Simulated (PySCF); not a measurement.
# Dipole response of P(3+) (phosphorus, charge +3)

[Ne] 3s2, closed-shell 1S. Calculation: PySCF 2.14, in aug-cc-pVDZ-DK (5s4p2d, 27 functions); scalar relativity by spin-free X2C-1e. Coupled (time-dependent) response in atomic units; α is the mean over directions. A double-zeta set is small for polarisabilities.

| method | mean α (bohr³) | C₆ (like pair) | S(−4) |
| --- | --- | --- | --- |
| UHF | 7.065 | 18.15 | 30.53 |
| PBE | 6.590 | 16.19 | 27.15 |
| PBE0 | 6.727 | 16.72 | 28.17 |
| LC-wPBE | 6.796 | 16.94 | 28.94 |
| B97-3 | 6.703 | 16.62 | 28.01 |

S(−4) is the Cauchy moment in α(ω) = α(0) + S(−4) ω² + …

α(iu) at LC-wPBE:

| u (hartree) | α(iu) (bohr³) |
| --- | --- |
| 0 | 6.796 |
| 0.0500 | 6.725 |
| 0.100 | 6.519 |
| 0.200 | 5.809 |
| 0.300 | 4.919 |
| 0.500 | 3.309 |
| 0.750 | 2.030 |
| 1.00 | 1.326 |
| 1.50 | 0.6760 |
| 2.00 | 0.4074 |
| 3.00 | 0.1970 |
| 5.00 | 0.07918 |

For an ion, C₆ is the dispersion term alone; charge-induced terms of lower order in 1/R come first.
